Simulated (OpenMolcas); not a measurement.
# Predicting a hybrid from its neighbours: GeSiH5Cl

The species is GeSiH5Cl (8 atoms), meant as a singlet with charge 0. As SMILES, `[SiH3][GeH2][Cl]`. Geometry: relaxed at PBE0-D4/def2-TZVP.

The HOMO–LUMO gap y, in eV, basis def2-SVP; a is the functional's share of exact exchange. Programs: OpenMolcas 26.06.

| functional | program | a | y (eV) |
| --- | --- | --- | --- |
| r2SCAN | OpenMolcas | 0 | 6.02 |
| revPBE | OpenMolcas | 0 | 5.54 |
| B3LYP | OpenMolcas | 0.2 | 7.15 |
| PBE0 | OpenMolcas | 0.25 | ? |
| BHLYP | OpenMolcas | 0.5 | 9.65 |

Question: Fit y = c + s·a to the known rows and predict PBE0.

Answer: 
1. Means of the 4 rows: a = 0.1750, y = 7.090.
2. Σ(Δa)² = 0.1675, Σ(Δa·Δy) = 1.292, so the slope is 1.292/0.1675 = 7.7134.
3. Intercept: 7.090 − (7.7134) × 0.1750 = 5.740. The largest residual of the fit is 0.28.
4. PBE0: 5.740 + (7.7134) × 0.25 = 7.67 eV.

The run gave 7.58 eV, so the prediction is off by +0.09 eV, within the largest residual. Exact exchange lowers occupied levels and raises empty ones. The rows mix families of semi-local functionals, which the line can't see.
